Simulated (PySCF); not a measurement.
**Silicon: a sound run and one with changed settings**

Sound run: Si⁺ [Ne] 3s2 3p1, Si²⁺ [Ne] 3s2. All numbers are calculated (PySCF 2.14, the non-relativistic Hamiltonian (point nucleus), in aug-cc-pV(D+d)Z). In the sound run the correlated levels freeze [Ne]. The sound run starts from symmetry-adapted Hartree-Fock orbitals and uses a fine grid where one is needed.

Changed run: initial guess atom, at most 50 SCF cycles, level shift 0.5 hartree.

```csv
species,method,sound run (hartree),changed run (hartree),converged
Si⁺,UHF,-288.57000,-288.57000,yes
Si⁺,MN15,-288.93897,-288.93897,yes
Si⁺,BP86,-289.08939,-289.08939,yes
Si⁺,MP2,-288.60553,-288.59132,yes
Si⁺,CCSD(T),-288.62521,-288.62521,yes
Si²⁺,UHF,-287.98839,-287.98839,yes
Si²⁺,MN15,-288.34629,-288.34629,yes
Si²⁺,BP86,-288.48314,-288.48314,yes
Si²⁺,MP2,-288.01754,-288.00572,yes
Si²⁺,CCSD(T),-288.03217,-288.03217,yes
```

Ionisation energy of Si⁺:

```tsv
method	sound run (eV)	changed run (eV)
UHF	15.826	15.826
MN15	16.127	16.127
BP86	16.497	16.497
MP2	16.000	15.935
SCS-MP2	15.981	15.924
CCSD	16.118	16.118
CCSD(T)	16.137	16.137
```

A level shift leaves the converged SCF energy unchanged but raises the virtual orbital energies, which shrinks MP2 if it is not removed.

For comparison, NIST gives 16.346 eV between the lowest levels.
